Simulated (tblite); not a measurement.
Run record: tight-binding relaxation, `CC1=C[C@@H]1B(Cl)C[SiH2]Cl`.

Computed with GFN2-xTB geometry optimisation, gas phase (tblite 0.8.0). Start geometry: from a force field or distance geometry. The input is one job of a driver script: a line of settings, then coordinates in Å.

Command:
```bash
OMP_NUM_THREADS=1 python probes_run.py task.json out
```

Input:
```
{"job": {"kind": "relax", "xc": "GFN2-xTB", "basis": "xTB"}, "charge": 0, "multiplicity": 1}
C     -3.089300     0.561400     0.525800
C     -1.980700     0.050700    -0.347000
C     -1.418300    -1.080900    -0.825000
C     -0.783700     0.219400    -1.207700
B      0.651900     0.447500    -0.576700
Cl     1.812700     1.350000    -1.733700
C      1.402200    -0.671000     0.282600
Si     2.995800     0.036800     0.951600
Cl     3.611000     1.766500    -0.004400
H     -4.009900     0.548800    -0.114100
H     -2.884800     1.599300     0.807200
H     -3.308500    -0.062900     1.395100
H     -1.471300    -2.177700    -0.877100
H     -0.983300     0.595300    -2.229600
H      0.774800    -1.061400     1.099400
H      1.668100    -1.509200    -0.388700
H      2.884300     0.326400     2.402300
H      4.120100    -0.932700     0.828500
```

Estimate the output.

```
step      E/eV     max force
  0    -742.37809    3.616
  1    -743.01368    2.305
  2    -743.39755    2.601
  3    -743.56809    1.942
  4    -743.68005    0.965
  5    -743.75088    0.525
  6    -743.78181    0.489
  7    -743.81214    0.502
  8    -743.83747    0.528
  9    -743.85991    0.352
... (197 lines left out)
207    -744.27875    0.035
208    -744.27892    0.026
209    -744.27907    0.023
210    -744.27918    0.030
211    -744.27927    0.030
212    -744.27931    0.023
213    -744.27936    0.017
214    -744.27939    0.012
215    -744.27941    0.013
216    -744.27941    0.006
```

«max force» is the largest atomic force in eV/Å.

From which step on does the largest force stay under 0.1 eV/Å, and how much energy is left to gain from there?

From step 159 (0.090 eV/Å), 16.9 meV above the end.

Summary of the converged run: energy lowered by 43.8 kcal/mol over 216 steps; largest atomic force 0.006 eV/Å at the end.

How long does this job take on an Arm Neoverse N1 with one thread, shared host with 64 logical CPUs at a one-minute load of 57?

About 4.1 s.
Labels such as C1 count atoms from 1, the log's own numbers from 0.
